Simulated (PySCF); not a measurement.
AlH, SMILES [AlH] (connectivity only; charge and spin as stated), neutral, multiplicity 1. Geometry: B3LYP-D3(BJ)/def2-TZVPD.

PySCF 2.14.0 with TDDFT-CAM-B3LYP/def2-TZVPD puts the lowest singlet excitations at 2.88, 2.88, 5.43, 6.46, 6.64, 6.64 eV and the lowest triplet (TDA) at 1.76 eV.

What are the lowest singlet roots from EOM-CCSD/aug-cc-pVDZ (PySCF)? (An estimate is asked for; the answer gives what the named calculation found.)

2.99, 2.99, 5.54, 6.12, 6.12, 6.14 eV; triplets 1.87, 1.87, 5.10 eV. S1 differs by 0.11 eV (second minus first; roots are paired by order, and the bases may differ).
